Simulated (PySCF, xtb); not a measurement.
C2H4BrGa, SMILES C=[CH][GaH][Br].

xtb with GFN2-xTB at its own geometry gives an orbital gap of 4.27 eV and a dipole moment of 5.80 D.

The structure is a stationary point at PBE-D3(BJ)/def2-SVP. One conformer was computed; it need not be the lowest.

Problem. What does B3LYP/def2-TZVP run with PySCF give? (Estimate from the structure and the level; the computed values follow.)

Solution. gap 5.49 eV (levels -7.65 and -2.15 eV), dipole 2.73 D.
